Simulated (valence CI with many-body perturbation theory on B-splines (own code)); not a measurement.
## E1 transitions of Ba43+

Level of theory: relativistic CI+MBPT: three valence electrons over a frozen Dirac-Fock core [Ne], a basis of 11 s, 11 p, 9 d, 7 f, 5 g, 2 h, 1 i functions for each j, with the one-electron correlation potential Σ1 (screened to all orders), the two-electron term Σ2, the three-electron term Σ3, Breit, model QED; selected single and double excitations, second order for the rest (own B-spline code, finite nucleus).

The last digits are not significant, and no measured levels were compared; by estimate large intervals hold to a few tenths of a per cent, small ones and those within an open d or f shell to about a per cent.

Lines 201 to 250 of 277 in falling wavelength, among levels below 649.01 eV, chosen from the strongest by gf and those to the six lowest levels. Wavelengths and rates use the calculated energies. Electric multipoles are in the length gauge, E1 and E2 with the static RPA response of the core. Weak lines are less certain than strong ones. Lines between different terms over intervals too small for the method are left out, as are lines whose strength nearly cancels. The highest levels of a list are the least certain.

Levels are named by their leading jj configuration (3d3/2^4 stands for four electrons in 3d with j = 3/2), which in mixed levels can hold well under half, so a name can repeat and another be missing. Letters in brackets count levels of one name in rising energy.

```csv
λ vac (nm),Upper,Lower,A (s⁻¹),log gf,Branch %
4.751,(3s 3d3/2 3d5/2) J=5/2 [a],(3s 3p1/2 3d5/2) J=5/2 [a],2.16e+11,-0.36,44.4
4.699,(3s 3d3/2 3d5/2) J=3/2 [a],(3s 3p1/2 3d5/2) J=5/2 [a],2.52e+11,-0.48,56.5
4.690,(3s 3p3/2 3d3/2) J=3/2 [b],(3s 3p1/2 3p3/2) J=3/2 [b],1.24e+11,-0.79,30.3
4.689,(3s 3d3/2^2) J=5/2,(3s 3p1/2 3d3/2) J=5/2,2.67e+11,-0.28,42.6
4.684,(3s 3d3/2 3d5/2) J=5/2 [a],(3s 3p1/2 3d3/2) J=3/2 [b],3.97e+10,-1.11,8.1
4.666,(3s 3d3/2^2) J=3/2,(3s 3p1/2 3d3/2) J=3/2 [a],2.48e+11,-0.49,46.8
4.653,(3s 3p3/2 3d5/2) J=3/2 [a],(3s 3p1/2 3p3/2) J=5/2,1.15e+08,-3.83,0.0
4.650,(3s 3p3/2 3d3/2) J=5/2 [b],(3s 3p1/2 3p3/2) J=3/2 [b],1.71e+11,-0.48,24.8
4.613,(3s 3p3/2 3d3/2) J=1/2 [b],(3s 3p1/2 3p3/2) J=3/2 [b],2.68e+08,-3.77,0.0
4.558,(3s 3p3/2 3d5/2) J=5/2 [a],(3s 3p1/2 3p3/2) J=5/2,1.64e+10,-1.51,8.7
4.455,(3s 3p3/2 3d5/2) J=3/2 [a],(3s 3p1/2 3p3/2) J=3/2 [a],3.78e+06,-5.35,0.0
4.450,(3s 3p1/2 3d5/2) J=3/2,(3s 3p1/2^2) J=1/2,9.98e+10,-0.93,43.3
4.421,(3s 3p3/2 3d3/2) J=3/2 [b],(3s 3p1/2 3p3/2) J=5/2,9.86e+07,-3.94,0.0
4.405,(3s 3p3/2 3d5/2) J=7/2 [a],(3s 3p1/2 3p3/2) J=5/2,6.20e+10,-0.84,31.8
4.385,(3s 3p3/2 3d3/2) J=5/2 [b],(3s 3p1/2 3p3/2) J=5/2,1.28e+10,-1.65,1.9
4.367,(3s 3p3/2 3d5/2) J=5/2 [a],(3s 3p1/2 3p3/2) J=3/2 [a],1.26e+09,-2.66,0.7
4.358,(3s 3d3/2 3d5/2) J=5/2 [a],(3s 3p1/2 3d3/2) J=5/2,3.81e+10,-1.19,7.8
4.346,(3s 3p3/2 3d5/2) J=1/2,(3s 3p1/2 3p3/2) J=3/2 [b],2.43e+10,-1.86,7.4
4.254,(3s 3p3/2 3d5/2) J=3/2 [b],(3s 3p1/2 3p3/2) J=3/2 [b],9.00e+07,-4.01,0.0
4.242,(3s 3p3/2 3d3/2) J=3/2 [b],(3s 3p1/2 3p3/2) J=3/2 [a],9.29e+09,-2.00,2.3
4.227,(3s 3p3/2 3d5/2) J=7/2 [b],(3s 3p1/2 3p3/2) J=5/2,9.49e+07,-3.69,0.0
4.226,(3s 3p3/2 3d5/2) J=5/2 [b],(3s 3p1/2 3p3/2) J=3/2 [b],7.10e+09,-1.94,1.3
4.209,(3s 3p3/2 3d3/2) J=5/2 [b],(3s 3p1/2 3p3/2) J=3/2 [a],5.19e+06,-5.08,0.0
4.179,(3s 3p3/2 3d3/2) J=1/2 [b],(3s 3p1/2 3p3/2) J=3/2 [a],1.64e+07,-5.06,0.0
4.032,(3s 3p3/2 3d5/2) J=3/2 [b],(3s 3p1/2 3p3/2) J=5/2,6.51e+09,-2.20,1.3
4.007,(3s 3p3/2 3d5/2) J=5/2 [b],(3s 3p1/2 3p3/2) J=5/2,7.95e+09,-1.94,1.4
3.959,(3s 3p3/2 3d5/2) J=1/2,(3s 3p1/2 3p3/2) J=3/2 [a],7.23e+08,-3.47,0.2
3.903,(3p1/2 3p3/2^2) J=3/2,(3s 3p1/2^2) J=1/2,9.92e+09,-2.04,1.9
3.882,(3s 3p3/2 3d5/2) J=3/2 [b],(3s 3p1/2 3p3/2) J=3/2 [a],1.10e+09,-3.00,0.2
3.863,(3s 3p3/2^2) J=1/2,(3s^2 3p1/2) J=1/2,4.39e+09,-2.71,1.5
3.859,(3s 3p3/2 3d5/2) J=5/2 [b],(3s 3p1/2 3p3/2) J=3/2 [a],4.78e+09,-2.19,0.9
3.830,(3p1/2 3p3/2^2) J=1/2,(3s 3p1/2^2) J=1/2,2.85e+09,-2.90,0.9
3.803,(3s 3p3/2^2) J=3/2,(3s^2 3p1/2) J=1/2,4.42e+05,-6.42,0.0
3.799,(3p3/2^3) J=3/2,(3s 3p1/2 3p3/2) J=3/2 [b],2.33e+08,-3.70,0.0
3.661,(3s 3p3/2 3d3/2) J=3/2 [a],(3s 3p1/2^2) J=1/2,1.08e+09,-3.06,0.3
3.652,(3s 3p3/2 3d3/2) J=1/2 [a],(3s 3p1/2^2) J=1/2,3.42e+08,-3.86,0.1
3.621,(3p3/2^3) J=3/2,(3s 3p1/2 3p3/2) J=5/2,1.77e+09,-2.86,0.2
3.500,(3p3/2^3) J=3/2,(3s 3p1/2 3p3/2) J=3/2 [a],4.04e+07,-4.53,0.0
3.469,(3s 3p3/2 3d5/2) J=3/2 [a],(3s 3p1/2^2) J=1/2,7.01e+08,-3.30,0.2
3.338,(3s 3p3/2 3d3/2) J=3/2 [b],(3s 3p1/2^2) J=1/2,3.33e+08,-3.65,0.1
3.320,(3p1/2^2 3d3/2) J=3/2,(3s^2 3p3/2) J=3/2,5.65e+07,-4.43,0.1
3.299,(3s 3p3/2 3d3/2) J=1/2 [b],(3s 3p1/2^2) J=1/2,4.28e+08,-3.85,0.1
3.160,(3s 3p3/2 3d5/2) J=1/2,(3s 3p1/2^2) J=1/2,2.46e+09,-3.13,0.7
3.111,(3s 3p3/2 3d5/2) J=3/2 [b],(3s 3p1/2^2) J=1/2,5.82e+08,-3.47,0.1
3.075,(3p1/2^2 3d5/2) J=5/2,(3s^2 3p3/2) J=3/2,2.17e+07,-4.73,0.0
2.861,(3p3/2^3) J=3/2,(3s 3p1/2^2) J=1/2,9.14e+07,-4.35,0.0
2.733,(3p1/2 3p3/2 3d3/2) J=5/2 [a],(3s^2 3p3/2) J=3/2,4.02e+05,-6.57,0.0
2.700,(3p1/2 3p3/2 3d3/2) J=3/2 [a],(3s^2 3p3/2) J=3/2,1.11e+07,-5.31,0.0
2.688,(3p1/2 3p3/2 3d3/2) J=1/2 [a],(3s^2 3p3/2) J=3/2,2.85e+06,-6.21,0.0
2.631,(3p1/2^2 3d3/2) J=3/2,(3s^2 3p1/2) J=1/2,2.31e+06,-6.02,0.0
```

Q: How does gf follow from A for the line at 3.803 nm?

A: gf = 1.4992 × (2J+1)_upper × A / σ², with σ = 2629452 cm⁻¹ and 2J+1 = 4: gf = 3.84e-07.
